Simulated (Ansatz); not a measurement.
Start from `[CH3][SnH]([OH])[F]` and change one element to get `[CH3][SnH]([OH])[Br]`.

Ansatz, PBE0-D4/def2-TZVP geometries, multiplicity 1. Each molecule was computed in one conformer, which needn't be the lowest.

Elements past krypton have def2 core potentials. Scalar relativity is left out up to krypton.

```json
{"property": "ideal-gas entropy at 298 K and 1 bar (rigid rotor, harmonic PBE0-D4/def2-TZVP) / J/(mol·K)", "`[CH3][SnH]([OH])[F]`": "360"}
{"property": "HOMO energy (B3LYP/def2-TZVPP) / eV", "`[CH3][SnH]([OH])[F]`": "-8.26"}
{"property": "HOMO–LUMO gap (PBE0/def2-TZVPP) / eV", "`[CH3][SnH]([OH])[F]`": "8.09"}
{"property": "HOMO–LUMO gap (PBE/def2-TZVPP) / eV", "`[CH3][SnH]([OH])[F]`": "5.57"}
{"property": "HOMO energy (ωB97M-V/def2-TZVPP) / eV", "`[CH3][SnH]([OH])[F]`": "-10.79"}
{"property": "HOMO energy (PBE/def2-TZVPP) / eV", "`[CH3][SnH]([OH])[F]`": "-6.95"}
```

Task: Give the same properties after the change, and the shifts. (Best estimate.)

Result: Computed: 
```
                                                                                  property  `[CH3][SnH]([OH])[Br]`  shift
ideal-gas entropy at 298 K and 1 bar (rigid rotor, harmonic PBE0-D4/def2-TZVP) / J/(mol·K)                     381     21
                                                       HOMO energy (B3LYP/def2-TZVPP) / eV                   -7.85   0.41
                                                      HOMO–LUMO gap (PBE0/def2-TZVPP) / eV                    7.32  -0.77
                                                       HOMO–LUMO gap (PBE/def2-TZVPP) / eV                    5.11  -0.46
                                                     HOMO energy (ωB97M-V/def2-TZVPP) / eV                  -10.30   0.49
                                                         HOMO energy (PBE/def2-TZVPP) / eV                   -6.81   0.14
```

With PBE0 the HOMO rises by 0.40 eV and the LUMO falls by 0.37 eV, so the gap narrows by about 0.77 eV. PBE moves the HOMO by 0.14 eV and ωB97M-V by 0.49 eV. Modes under 60 cm⁻¹, often nearly free rotors, make the harmonic entropy too high.

B3LYP here is the variant with VWN-RPA as its local correlation; programs differ in this.

Spin–orbit coupling is left out; it splits and shifts lone-pair levels of the heavy atoms by tenths of an eV.
